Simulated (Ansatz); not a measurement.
Species: CdTe, net charge 0, singlet state. 
Coordinates optimised at B3LYP-D3(BJ)/def2-TZVP (Ansatz, a first-principles code):
SMILES: [Cd]=[Te]
```xyz
2

Cd     0.0000     0.0000    -1.3440
Te     0.0000     0.0000     1.2406
```
Charge 0, spin multiplicity 1.

Wanted: atomisation energy (electronic, to ground-state atoms), in eV. Cores are frozen in the correlated levels unless marked. UHF or UKS for open shells. Spin-orbit coupling is left out. Frozen are the shells of the preceding noble gas and the d and f shells that filled before the atom's block. In def2 rows, elements after Kr have scalar-relativistic effective core potentials. The coupled-cluster limit lacks core correlation, which all-electron functionals hold. CBS marks a two-point X^-3 extrapolation of the correlation energy; Hartree-Fock from the larger set.

```csv
level,program,atomisation energy (eV),minus last row,rough core time
revPBE/def2-TZVPD,Ansatz,0.54,-0.13,under 20 s
r2SCAN/def2-TZVPD,Ansatz,0.65,-0.02,under 20 s
BHLYP/def2-TZVPD,Ansatz,0.33,-0.34,under 20 s
B2GP-PLYP/def2-TZVPD,Ansatz,0.53,-0.14,under 20 s
B2PLYP-D3(BJ)/def2-TZVPD,Ansatz + dftd3,0.62,-0.05,under 20 s
RPA@PBE/def2-QZVPP,Ansatz,0.47,-0.20,28 s
MP2/def2-TZVPP,Ansatz,0.47,-0.20,-
MP2/def2-QZVPP,Ansatz,0.63,-0.04,-
RI-MP2/def2-QZVPP,Ansatz,0.63,-0.04,under 20 s
"RI-MP2/CBS(def2-TZVPP,def2-QZVPP)",Ansatz,0.72,0.05,under 20 s
SCS-MP2/def2-TZVPP,Ansatz,0.36,-0.31,-
CCSD/def2-QZVPP,Ansatz,0.40,-0.27,-
"CCSD/CBS(def2-TZVPP,def2-QZVPP)",Ansatz,0.48,-0.19,-
CCSD(T)/def2-SVPD,Ansatz,0.34,-0.33,under 20 s
"CCSD(T)/CBS(def2-TZVPPD,def2-QZVPPD)",Ansatz,0.67,0.00,70 s
```

Core times are rough, on shared machines, summed over the molecules involved; a dash marks a level read off another run, or run on other hardware, by another program or under a memory cap.

The Hartree-Fock reference is unstable (checked in the largest basis), which strains HF and MP2.
